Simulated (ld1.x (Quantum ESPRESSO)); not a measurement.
Cl (Z = 17): ultrasoft pseudisation with PW91, scalar-relativistic reference atom.

```
Element                 : chlorine
Generator               : ld1.x (Quantum ESPRESSO) 7.5
Type                    : ultrasoft
Functional              : PW91
Relativity              : scalar-relativistic
Frozen core             : [Ne]
Valence charge          : 7
Reference configuration : 3s1 3p6
Partial waves           : 3s (bound): rcut 1.40, rcutus 1.55 bohr; 3s channel at -1.05 Ry: rcut 1.40, rcutus 1.55 bohr; 3p (bound): rcut 1.25, rcutus 1.70 bohr; 3p channel at 2.05 Ry: rcut 1.25, rcutus 1.70 bohr
Local potential         : all-electron potential smoothed inside 1.50 bohr (lloc = -1)
Core correction         : a·sin(br)/r model core inside 0.85 bohr
Augmentation charge     : built from norm-conserving waves at rcut, not smoothed further
```

Poles of the logarithmic derivatives, all-electron (AE) and pseudo (PS). s: poles at 0.4 (AE) and 0.4 (PS) Ry. p: poles at 1.7 (AE) and 1.7 (PS) Ry. Test radius 1.84 bohr.

* Cutoffs needed: 25 Ry and 30 Ry (the cutoffs (Ry, on a coarse ladder) from which the occupation-weighted sum of valence levels, in a spherical-Bessel basis at the reference potential, stays within 10 and 1 mRy of its value at 400 Ry)
* Ghost test: no extra level below or beside the all-electron valence levels (s, p, d, f tested) (spherical-Bessel basis up to 400 Ry, 20 bohr box)
* Largest excitation error: +150 meV (all-electron minus pseudo) for 3s2 3p1, out of 7 test configurations
* Lowest eigenvalue of the overlap operator: 0.40 (s channel)
